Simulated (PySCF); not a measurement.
C7H11N3.
Bonds: C1–N2 (aromatic), N2–N3 (aromatic), N3–C4 (aromatic), C4–N5 (aromatic), N5–C6, C6–C7, C7–C8, C8–C9, C9–C10, C1–N5 (aromatic), C6–C10. Hydrogens: H11 on C1; H12 on C4; H13 on C6; H14, H15 on C7; H16, H17 on C8; H18, H19 on C9; H20, H21 on C10.

Probes without a nucleus sit at each ring's centroid and 1 Å off its mean plane on both sides; NICS is minus the shielding there, NICSzz its component along the normal. Level: GIAO PBE0/pcSseg-1 (PySCF, non-relativistic, gas phase) on the GFN2-xTB geometry, one conformer.

Rings: 1. C1–N2–N3–C4–N5; 2. C6–C7–C8–C9–C10.

| set | NICS(0) | NICS(1), two faces | NICS(1)zz, two faces |
| --- | --- | --- | --- |
| P | -4.5 | -4.0 / -2.6 | -5.2 / -3.2 |
| Q | -11.9 | -11.6 / -11.5 | -30.7 / -30.6 |

Question: Which set (ppm) belongs to which ring?

Answer: P = 2, Q = 1.
- 1 (5-membered ring with 3 N; formal bonds all aromatic): mean NICS(1)zz -30.6 ppm, shielded. For a flat ring without four-coordinate atoms the NICS criterion counts such a value as aromatic.
- 2 (5-membered carbocycle; formal bonds all single): mean NICS(1)zz -4.2 ppm, shielded. C6, C7, C8, C9, C10 have four or more neighbours; no verdict on aromaticity is drawn.

Question: How do the rings differ in shape?

Answer: 
| ring | bond lengths (Å) | rms pucker (Å) | HOMA | nearest outside atom to a NICS(1) probe (Å) |
| --- | --- | --- | --- | --- |
| 1 | 1.298, 1.342, 1.298, 1.361, 1.362 | 0.00 | 0.90 | hydrogen 2.40 |
| 2 | 1.544, 1.527, 1.526, 1.529, 1.545 | 0.18 | – | hydrogen 1.39 |

HOMA = 1 − mean of α(R − Ropt)² over the ring bonds, with Krygowski's 1993 parameters (CN: Ropt 1.334 Å, α 93.52 Å⁻²; NN: Ropt 1.309 Å, α 130.33 Å⁻²). A dash marks a ring with a four-coordinate atom, a triple bond, no multiple bond or a kind of bond without parameters.

The run took 42 s wall on an Arm Neoverse V2 with one thread, no GPU, shared host, and the process peaked at 0.94 GiB of memory. This is the whole shielding run at PBE0/pcSseg-1, SCF included.
